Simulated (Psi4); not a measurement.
Intermolecular potential of CH2O2 ··· H4OSi (SMILES O=CO and O[SiH3]). Monomers: optimised at B3LYP-D3(BJ) (def2-TZVP), held rigid. Orientation: lowest of the rigid-body minima from ten starts at GFN2-xTB. R is the distance of the centres of mass, along which the second monomer moves.

PBE/def2-TZVP, counterpoise-corrected (Psi4); PBE-D3(BJ)/def2-TZVP, counterpoise-corrected (Psi4); B3LYP/def2-TZVP, counterpoise-corrected (Psi4); SAPT0/jun-cc-pVDZ, frozen core (Psi4).

Interaction energies in kcal/mol; the last columns give the difference from SAPT0:

| R / Å | PBE/def2-TZVP | PBE-D3(BJ)/def2-TZVP | B3LYP/def2-TZVP | SAPT0/jun-cc-pVDZ | PBE/def2-TZVP − SAPT0/jun-cc-pVDZ | PBE-D3(BJ)/def2-TZVP − SAPT0/jun-cc-pVDZ | B3LYP/def2-TZVP − SAPT0/jun-cc-pVDZ |
|---|---|---|---|---|---|---|---|
| 3.10 | 12.78 | 11.00 | 15.10 | 8.55 | 4.23 | 2.46 | 6.56 |
| 3.26 | 0.26 | -1.39 | 1.83 | -2.95 | 3.21 | 1.56 | 4.78 |
| 3.48 | -7.11 | -8.58 | -6.21 | -9.57 | 2.46 | 1.00 | 3.36 |
| 3.67 | -8.86 | -10.16 | -8.27 | -10.93 | 2.07 | 0.77 | 2.66 |
| 3.86 | -8.69 | -9.85 | -8.27 | -10.45 | 1.76 | 0.61 | 2.19 |
| 4.09 | -7.51 | -8.48 | -7.15 | -8.92 | 1.42 | 0.44 | 1.77 |
| 4.38 | -5.71 | -6.48 | -5.39 | -6.76 | 1.05 | 0.28 | 1.37 |
| 4.69 | -4.08 | -4.66 | -3.79 | -4.85 | 0.77 | 0.19 | 1.06 |
| 5.15 | -2.42 | -2.79 | -2.23 | -2.96 | 0.54 | 0.17 | 0.73 |
| 5.90 | -1.08 | -1.25 | -1.04 | -1.43 | 0.35 | 0.18 | 0.39 |
| 6.91 | -0.44 | -0.49 | -0.46 | -0.64 | 0.20 | 0.14 | 0.18 |
| 8.15 | -0.19 | -0.21 | -0.21 | -0.29 | 0.10 | 0.08 | 0.08 |

PBE/def2-TZVP is furthest from SAPT0/jun-cc-pVDZ at 3.10 (4.23 kcal/mol, above); its mean absolute difference over the points is 1.51 kcal/mol.

PBE-D3(BJ)/def2-TZVP is furthest from SAPT0/jun-cc-pVDZ at 3.10 (2.46 kcal/mol, above); its mean absolute difference over the points is 0.66 kcal/mol.

B3LYP/def2-TZVP is furthest from SAPT0/jun-cc-pVDZ at 3.10 (6.56 kcal/mol, above); its mean absolute difference over the points is 2.09 kcal/mol.
